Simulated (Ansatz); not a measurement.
C2H7FSi2 can be A, `C[C@H]1[SiH2][Si@@H]1F`, or B, `F[C@H]1C[Si@H]1[SiH3]`.

Isolated molecules relaxed with PBE0-D4/def2-TZVP in Ansatz; ΔE leaves out vibrations. CCSD(T)/CBS adds triple-zeta CCSD(T) − MP2 to the extrapolated MP2 energy (def2 sets, frozen cores). DFT in def2-TZVPP. B3LYP here is the variant with VWN-RPA as its local correlation; programs differ in this.

(1) Which is lower in electronic energy at CCSD(T)/CBS, and by how much? (Best estimate.)

(2) Give E(B) − E(A) in kJ/mol with B3LYP, ωB97M-V, B3LYP-D4, PBE0-D4, PBE-D4, HF/def2-TZVPP, CCSD/def2-TZVPP. (Estimate.)

Largest T1 diagnostic: 0.013.

Results:

(1) Ansatz gave: A, by 210.3 kJ/mol.

(2) The calculation gave: B3LYP 197.2, ωB97M-V 202.5, B3LYP-D4 199.2, PBE0-D4 196.6, PBE-D4 189.3, HF/def2-TZVPP 207.0, CCSD/def2-TZVPP 206.4. None reverses the order clearly.

From PBE to PBE0 (25 % exact exchange), in def2-TZVPP and without D4, E(B) − E(A) moves by +7.6 kJ/mol.
